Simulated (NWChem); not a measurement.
Program: NWChem. System: MoO3, charge 0, spin multiplicity 1, at a geometry optimised with B3LYP/def2-SVP with def2 effective core potentials on Mo. The structure started from a generated list of species. Level: CCSD(T)/def2-SVP with def2 effective core potentials on Mo, 3 core orbitals frozen.

Job file:

```
start mol
memory heap 100 mb stack 700 mb global 1900 mb
geometry units angstroms nocenter noautoz
  Mo     0.143827     0.137403     0.000000
  O      0.305495    -0.823692     1.397103
  O      0.305495    -0.823692    -1.397103
  O     -1.366080     0.926018     0.000000
  symmetry group Cs
end
basis spherical
  * library def2-svp
end
ecp
  Mo library def2-ecp
end
scf
  rhf
  nopen 0
  maxiter 100
  thresh 1e-7
  semidirect memsize 60000000 filesize 0
end
tce
  freeze core 3
  ccsd(t)
  2eorb
  2emet 13
  thresh 1e-6
  maxiter 100
  tilesize 24
end
task tce energy
```

Output (cleaned and shortened):

```
             Northwest Computational Chemistry Package (NWChem) 7.3.0
             --------------------------------------------------------

                                NWChem Input Module
                                -------------------

 Scaling coordinates for geometry "geometry" by  1.889725989
 (inverse scale =  0.529177249)

 Turning off AUTOSYM since
 SYMMETRY directive was detected!

                             Geometry "geometry" -> ""
                             -------------------------

 Output coordinates in angstroms (scale by  1.889725989 to convert to a.u.)

  No.       Tag          Charge          X              Y              Z
 ---- ---------------- ---------- -------------- -------------- --------------
    1 Mo                  42.0000     0.14382700     0.13740300     0.00000000
    2 O                    8.0000     0.30549500    -0.82369200     1.39710300
    3 O                    8.0000     0.30549500    -0.82369200    -1.39710300
    4 O                    8.0000    -1.36608000     0.92601800     0.00000000

 Effective nuclear repulsion energy (a.u.)     349.4975910818

            Nuclear Dipole moment (a.u.)
            ----------------------------
        X                 Y               Z
 ---------------- ---------------- ----------------
     0.0000264562    -0.0000037795     0.0000000000

      Symmetry information
      --------------------

 Group name             Cs
 Group number              2
 Group order               2
 No. of unique centers     3

      Symmetry unique atoms

     1    2    4


 Summary of "ao basis" -> "" (spherical)
 ------------------------------------------------------------------------------
       Tag                 Description            Shells   Functions and Types
 ---------------- ------------------------------  ------  ---------------------
 *                          def2-svp                  on all atoms

 Summary of "ao basis" -> "ao basis" (spherical)
 ------------------------------------------------------------------------------
       Tag                 Description            Shells   Functions and Types
 ---------------- ------------------------------  ------  ---------------------
 Mo                         def2-svp                11       31   5s3p2d1f
 O                          def2-svp                 6       14   3s2p1d

                                 NWChem SCF Module
                                 -----------------

  ao basis        = "ao basis"
  functions       =    73
  atoms           =     4
  closed shells   =    19
  open shells     =     0
  charge          =   0.00
  wavefunction    = RHF
  use symmetry    = T
  symmetry adapt  = T

 Summary of "ao basis" -> "ao basis" (spherical)
 ------------------------------------------------------------------------------
       Tag                 Description            Shells   Functions and Types
 ---------------- ------------------------------  ------  ---------------------
 Mo                         def2-svp                11       31   5s3p2d1f
 O                          def2-svp                 6       14   3s2p1d

      Symmetry analysis of basis
      --------------------------

        a'         45
        a"         28

 Forming initial guess at       0.1s

      Superposition of Atomic Density Guess
      -------------------------------------

 Sum of atomic energies:        -301.36544955

      Non-variational initial energy
      ------------------------------

 Total energy =    -291.236120
[...]
       Multipole analysis of the density wrt the origin
       ------------------------------------------------

     L   x y z        total         open         nuclear
     -   - - -        -----         ----         -------
     0   0 0 0      0.000000      0.000000     38.000000

     1   1 0 0      1.684757      0.000000     -7.610195
     1   0 1 0      1.609521      0.000000     -7.270316
     1   0 0 1      0.000000      0.000000      0.000000

     2   2 0 0    -28.342594      0.000000     59.680479
     2   1 1 0      4.903425      0.000000    -49.529185
     2   1 0 1      0.000000      0.000000      0.000000
     2   0 2 0    -28.790775      0.000000     64.207326
     2   0 1 1     -0.000000      0.000000      0.000000
     2   0 0 2    -33.475302      0.000000    111.525584

                   NWChem Extensible Many-Electron Theory Module
                   ---------------------------------------------


            General Information
            -------------------
      Number of processors :     1
         Wavefunction type : Restricted Hartree-Fock
          No. of electrons :    38
           Alpha electrons :    19
            Beta electrons :    19
           No. of orbitals :   146
            Alpha orbitals :    73
             Beta orbitals :    73
        Alpha frozen cores :     3
         Beta frozen cores :     3
     Alpha frozen virtuals :     0
      Beta frozen virtuals :     0
         Spin multiplicity : singlet
    Number of AO functions :    73
       Number of AO shells :    29
        Use of symmetry is : on
      Symmetry adaption is : on
         Schwarz screening : 0.10D-09

          Correlation Information
          -----------------------
          Calculation type : Coupled-cluster singles & doubles w/ perturbation
   Perturbative correction : (T)
            Max iterations :      100
        Residual threshold : 0.10D-05
     T(0) DIIS level shift : 0.00D+00
     L(0) DIIS level shift : 0.00D+00
     T(1) DIIS level shift : 0.00D+00
     L(1) DIIS level shift : 0.00D+00
     T(R) DIIS level shift : 0.00D+00
     T(I) DIIS level shift : 0.00D+00
   CC-T/L Amplitude update :  5-th order DIIS
                I/O scheme : Global Array Library
        L-threshold :  0.10D-05
        EOM-threshold :  0.10D-05
 no EOMCCSD initial starts read in
 TCE RESTART OPTIONS
 SLICE:      F
 D4D5:       F
 quantumc:   F
 qrotation:  F
 pwtce:      F
 qducc:      F
 nacto:                         0
 nrotv:                         0
 nrot:                          0

            Memory Information
            ------------------
          Available GA space size is     249031471 doubles
          Available MA space size is     104840884 doubles

 Maximum block size supplied by input
 Maximum block size        24 doubles

 tile_dim =     21

 -------------------------------------------------
   1    alpha     a'    10 doubles       0       1
   2    alpha     a"     6 doubles      10       2
   3    beta      a'    10 doubles      16       1
   4    beta      a"     6 doubles      26       2
   5    alpha     a'    16 doubles      32       5
   6    alpha     a'    17 doubles      48       6
   7    alpha     a"    21 doubles      65       7
   8    beta      a'    16 doubles      86       5
   9    beta      a'    17 doubles     102       6
  10    beta      a"    21 doubles     119       7

 Global array virtual files algorithm will be used

 Parallel file system coherency ......... OK

 4-electron integrals stored in orbital form

 v2    file size   =          2788640
 4-index algorithm nr.  13 is used
 imaxsize =       30
 imaxsize ichop =        0


CCSD iterations
 ---------------------------------------------------------
 Iter          Residuum       Correlation     Cpu    Wall
 ---------------------------------------------------------
    1   0.3654195368050  -1.0413507265059     0.7     0.7
    2   0.1482267426977  -0.8837680231969     0.7     0.7
    3   0.0976499440440  -0.9779985196897     0.7     0.7
    4   0.0809099335063  -0.9219624101686     0.7     0.7
    5   0.0683638090540  -0.9668612048971     0.7     0.7
    6   0.0039804186201  -0.9481937102716     0.7     0.7
    7   0.0036320288529  -0.9477028255065     0.7     0.7
    8   0.0017335185634  -0.9481780442643     0.7     0.7
    9   0.0019942314496  -0.9478316325505     0.7     0.7
   10   0.0011531168946  -0.9482387248029     0.7     0.7
   11   0.0005090914950  -0.9482134458725     0.7     0.7
   12   0.0003560981472  -0.9481434278431     0.7     0.7
   13   0.0002831921693  -0.9481607168197     0.7     0.7
   14   0.0002244494557  -0.9481350287049     0.7     0.7
   15   0.0001885373067  -0.9481518487679     0.7     0.7
   16   0.0000604015141  -0.9481515586878     0.7     0.7
   17   0.0000521690345  -0.9481363418491     0.6     0.6
   18   0.0000293782554  -0.9481490250546     0.7     0.7
   19   0.0000310358004  -0.9481399173170     0.7     0.7
   20   0.0000207609520  -0.9481490702561     0.7     0.7
   21   0.0000099121321  -0.9481474549154     0.7     0.7
   22   0.0000062731504  -0.9481458177205     0.7     0.7
   23   0.0000053444880  -0.9481463353438     0.7     0.7
   24   0.0000039610323  -0.9481457569502     0.7     0.7
   25   0.0000035198252  -0.9481461517064     0.7     0.7
   26   0.0000012499055  -0.9481460344424     0.7     0.7
   27   0.0000010569021  -0.9481458893959     0.7     0.7
   28   0.0000006151539  -0.9481460460751     0.7     0.7
 -----------------------------------------------------------------
 Iterations converged
 CCSD correlation energy / hartree =        -0.948146046075120
 CCSD total energy / hartree       =      -292.800752336192488

 Singles contributions

 Doubles contributions
 CCSD(T)
 Using plain CCSD(T) code
             total no. of tasks           74
 total no. of tasks / no. procs           74
                         wl_min      1161216          10.3
                         wl_max      7497000          14.0
        thresh for no. of tasks           74

 CCSD[T]  correction energy / hartree =        -0.082430311368088
 CCSD[T] correlation energy / hartree =        -1.030576357443208
 CCSD[T] total energy / hartree       =      -292.883182647560602
 CCSD(T)  correction energy / hartree =        -0.065050045358348
 CCSD(T) correlation energy / hartree =        -1.013196091433467
 CCSD(T) total energy / hartree       =      -292.865802381550850

 Task  times  cpu:       67.5s     wall:       67.5s

 Total times  cpu:       67.5s     wall:       67.5s
```
